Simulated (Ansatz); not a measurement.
Program: Ansatz. Geometries: PBE0-D4/def2-TZVP. ΔE: electronic, gas phase. CBS: MP2 limit from def2 TZ/QZ plus the TZ coupled-cluster correction, frozen cores. DFT in def2-TZVPP. Elements past krypton have def2 core potentials. For Br, In outer-core shells are correlated without core-valence functions, which leaves a few kJ/mol of doubt a bond. Scalar relativity is left out up to krypton. One conformer a species, not always the lowest.

`BB[CH2][InH2]` + HBr → `BBBr` + `[CH3][InH2]`  (ligand exchange at a B–C bond)

`BB[CH2][InH2]`:

Z-matrix (Å, degrees):
```
In
B 1 2.501
B 1 2.892 2 34.9
C 1 2.300 2 35.9 3 -136.9
H 1 1.713 2 105.7 3 95.2
H 1 1.718 2 121.8 3 -60.9
H 2 1.213 1 112.2 3 -110.6
H 3 1.220 1 65.8 2 163.1
H 3 1.197 1 168.9 2 -114.1
H 4 1.089 1 95.7 2 121.8
H 4 1.088 1 114.9 2 -119.6
```

HBr:

Z-matrix (Å, degrees):
```
Br
H 1 1.420
```

`BBBr`:

Z-matrix (Å, degrees):
```
B
B 1 1.645
H 1 1.198 2 121.5
H 1 1.198 2 121.5 3 176.7
Br 2 1.919 1 112.6 3 -88.4
H 2 1.192 1 131.3 3 91.6
```

`[CH3][InH2]`:

```xyz
7

C     0.667    0.739    0.167
In   -0.768   -0.830   -0.172
H     0.820    0.919    1.231
H     1.625    0.449   -0.274
H     0.348    1.664   -0.316
H    -1.178   -1.942    1.089
H    -1.514   -0.999   -1.725
```

```tsv
species	B97M-V energy (Eh)
`BB[CH2][InH2]`	-282.14097
HBr	-2574.29483
`BBBr`	-2625.21414
`[CH3][InH2]`	-231.23444
```

(1) Work out ΔE.

Largest T1 diagnostic among the species: 0.014.

Results:

(1) ΔE = (-2625.21414) + (-231.23444) − (-282.14097) − (-2574.29483) = -0.01278 Eh = -33.6 kJ/mol. CCSD(T)/CBS gives -33.7 kJ/mol.

In def2-TZVPP, CCSD(T) changes the Hartree–Fock value by +41.8 kJ/mol (the triples alone add +6.1 kJ/mol) and MP2 by +41.8 kJ/mol. Leaving LDA and LC-ωPBE aside and taking each functional with its dispersion term where it has one, the values, not all of them listed here, spread over 20.2 kJ/mol, from BHLYP-D4 to PBE-D4. LDA lies +22.7 kJ/mol from PBE without D4. From r2SCAN to r2SCAN0 (25 % exact exchange), in def2-TZVPP and without D4, ΔE moves by −4.5 kJ/mol.
